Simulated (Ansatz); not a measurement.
Ag5Se⁻, relaxed as a singlet with RKS r2SCAN-D4/def2-SVPD in Ansatz, starting from the GFN1-xTB geometry. Force threshold 0.02 eV/Å.

In the def2 sets Ag takes a core potential; there is no spin–orbit coupling. The relaxation made no stability test and no search for a lower SCF solution. No other spin state of charge -1 was run. The structure comes from a short search, and lower isomers may exist.

Start:

Cartesian coordinates in Å:
```
Ag 1.3443 0.6502 -0.4516
Ag -0.8762 0.2722 1.1649
Ag -1.3473 -0.3514 -1.5416
Ag 0.1550 -2.0595 -0.0609
Ag -0.8409 2.2809 -0.8108
Se 1.5652 -0.7924 1.7001
```

```tsv
step	energy (eV)	largest force component (eV/Å)	SCF passes
1	-85349.7186	0.336	22
2	-85349.7539	0.260	25
3	-85349.7644	0.056	24
4	-85349.7774	0.100	25
5	-85349.8035	0.150	25
6	-85349.8319	0.191	25
7	-85349.8485	0.259	24
8	-85349.8602	0.109	23
9 (rejected)	-85349.8597	0.119	23
10	-85349.8642	0.023	23
11	-85349.8644	0.006	23
```

Force components are those of the run's own axes.

End:

Cartesian coordinates in Å:
```
Ag 1.5884 1.1386 0.0853
Ag -0.7990 0.2627 1.0049
Ag -1.8929 -0.6039 -1.3770
Ag 0.1488 -1.9339 -0.2552
Ag -0.6437 2.0652 -1.0792
Se 1.5983 -0.9288 1.6213
```

Bonds lost: Ag1–Ag3 (atoms count from 1). The end is the same structure that another start reached.

No frequencies were taken in this run, so the end may be a saddle point.

Run time 2 min (4 threads of Arm Neoverse V1 on a shared host).
